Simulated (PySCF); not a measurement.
SMILES COC(=O)CCC(C)C, singlet, GFN2-xTB optimised geometry.

```
23

C      3.42     1.00     2.15
O      2.02     1.19     1.97
C      1.36     0.19     1.36
O      1.90    -0.81     0.97
C     -0.11     0.50     1.27
C     -0.72    -0.09     0.00
C     -2.25    -0.09     0.00
C     -2.76    -0.86    -1.22
C     -2.81     1.33     0.00
H      3.61     0.17     2.83
H      3.90     0.78     1.20
H      3.80     1.93     2.57
H     -0.24     1.58     1.32
H     -0.59     0.06     2.15
H     -0.36     0.46    -0.87
H     -0.36    -1.12    -0.09
H     -2.60    -0.61     0.90
H     -2.44    -0.37    -2.14
H     -3.85    -0.90    -1.22
H     -2.39    -1.88    -1.22
H     -2.54     1.86     0.91
H     -2.44     1.88    -0.86
H     -3.90     1.30    -0.06
```

Density from PySCF with B3LYP/def2-SVP at that geometry.

Minimum of the electron density along straight lines between bonded atoms, close to the bond critical point (lines longer than 1.1 times the sum of covalent radii, or with two minima, are not listed):

```csv
bond,length / Å,ρ at the minimum / e bohr⁻³,∇²ρ there / e bohr⁻⁵,position (fraction from the first atom)
C1–O2,1.421,0.246,-0.34,0.34
O2–C3,1.341,0.303,-0.36,0.67
C3–O4,1.202,0.420,0.35,0.33
C3–C5,1.511,0.259,-0.64,0.53
C5–C6,1.528,0.243,-0.55,0.51
C6–C7,1.531,0.245,-0.56,0.50
C7–C8,1.528,0.246,-0.57,0.50
C7–C9,1.527,0.246,-0.57,0.50
C1–H10,1.092,0.283,-1.09,0.64
C1–H11,1.092,0.284,-1.10,0.64
C1–H12,1.087,0.286,-1.12,0.64
C5–H13,1.089,0.280,-1.04,0.63
C5–H14,1.094,0.273,-0.98,0.62
C6–H15,1.092,0.276,-1.00,0.62
C6–H16,1.092,0.279,-1.03,0.63
C7–H17,1.096,0.276,-0.98,0.62
C8–H18,1.088,0.277,-1.01,0.62
C8–H19,1.088,0.277,-1.01,0.62
C8–H20,1.087,0.277,-1.02,0.62
C9–H21,1.087,0.278,-1.01,0.62
C9–H22,1.088,0.276,-1.01,0.62
C9–H23,1.088,0.277,-1.01,0.62
```
